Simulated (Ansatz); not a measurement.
Basis sets compared for Pb₃⁻. Charge -1, multiplicity 2. Geometry PBE0-D4/def2-SVPD. Ansatz on 4 threads of Arm Neoverse V2 on a shared host; times are rough, and most runs start from earlier orbitals.

```
atom   x (Å)   y (Å)   z (Å)
 Pb1  -1.582  -0.540  -0.555
 Pb2   0.050   1.107   1.211
 Pb3   1.533  -0.567  -0.656
```

In the def2 sets Pb takes a core potential; there is no spin–orbit coupling. At PBE-D4/def2-SVPD, PBE-D4/def2-TZVPD the highest occupied level of the charge -1 doublet lies above zero (up to 0.30 eV). By energy differences its removal costs 1.87 eV (vertical, to the charge 0 triplet, at PBE0-D4/def2-TZVPD). The structure comes from a short search, and lower isomers may exist.

| level | functions | energy (Eh) | HOMO (eV) | LUMO (eV) | wall time |
| --- | --- | --- | --- | --- | --- |
| PBE-D4/def2-SVPD | 96 | -578.8377 | 0.30 | 0.58 | 2.3 s |
| PBE0-D4/def2-SVPD | 96 | -578.7406 | -0.36 | 1.21 | 3.3 s |

(1) Estimate the rows for PBE-D4/def2-TZVPD, PBE0-D4/def2-TZVPD.

## Answers

(1) 
```tsv
level	functions	energy (Eh)	HOMO (eV)	LUMO (eV)	wall time
PBE-D4/def2-TZVPD	168	-578.8587	0.18	0.47	3.5 s
PBE0-D4/def2-TZVPD	168	-578.7570	-0.46	1.11	13 s
```
